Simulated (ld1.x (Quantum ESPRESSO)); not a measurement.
# Ta (Z = 73): excitation energies, all-electron against RRKJ

tantalum, norm-conserving RRKJ (Kleinman–Bylander form), made with ld1.x (Quantum ESPRESSO) 7.5 (PBEsol, scalar-relativistic). Core [Xe] 4f14, reference 5d3 6s2 6p0. Waves: 6s (bound): rc 3.05 bohr; 5d (bound): rc 1.75 bohr; 6p (bound, empty): rc 3.85 bohr. Local part: the p channel. Core correction: none. rho0 = 0.005.

Energies are relative to the spin-unpolarised reference configuration 5d3 6s2 6p0; without spin polarisation the order of configurations can differ from experiment. The frozen-core shift is the all-electron ΔE with the core orbitals held at their reference shape minus the fully relaxed ΔE.

```
valence configuration  charge  ΔE all-electron (eV)  error AE − PS (meV)  frozen-core shift (meV)
          5d3 6s1 6p0      +1                 8.505                  -10                     +4.5
          5d3 6s0 6p0      +2                23.481                  -32                      +22
          5d2 6s0 6p0      +3                47.092                 -127                     +242
          5d3 6s1 6p1       0                 4.222                 -3.2                     +2.2
        5d3 6s1.5 6p0    +0.5                 3.478                 -2.8                     +1.6
```

**Question.** What are ΔE and the potential's error for 5d3.5 6s1.5 6p0?

**Answer.** ΔE = 0.989 eV all-electron; the error (AE − PS) is -5.4 meV.

**Question.** What are ΔE and the potential's error for 5d3 6s0 6p1?

**Answer.** ΔE = 13.632 eV all-electron; the error (AE − PS) is -13 meV.

Levels in the configuration 5d3 6s0 6p1:

| level | all-electron (eV) | pseudo (eV) |
| --- | --- | --- |
| 5d | -11.734 | -11.798 |
| 6p | -7.345 | -7.355 |

ld1.x printed “convergence not achieved” for 4 of the counted tests; their residual had stalled under 1e-8, short of the target of 1e-14.
